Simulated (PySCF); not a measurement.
Input file for PySCF: R-M06-2X/def2-TZVPP on GeH4N2 (SMILES [NH2][Ge][NH2]), a point of a torsion scan.

```python
from pyscf import gto, dft

mol = gto.M(
    atom='''
    N     1.44663623    0.15087824   -0.20170091
    Ge   -0.01798161    0.34052506    0.92170098
    N     0.90402152    0.43116589    2.49311747
    H     1.52269691   -0.66885339   -0.78614354
    H     2.36373466    0.30607025    0.19931329
    H     1.90467457    0.38954267    2.61870716
    H     0.46889371    0.67082249    3.37034854
    ''',
    basis='def2-tzvpp',
    charge=0, spin=0, verbose=4, max_memory=1800)
mf = dft.RKS(mol, xc='m062x').density_fit(auxbasis='def2-universal-jkfit')
mf.grids.level = 4
mf.conv_tol = 1e-9
mf.max_cycle = 150
mf.kernel()
mf.dip_moment()
```

Give the final energy of this run.

-2188.9474 hartree.
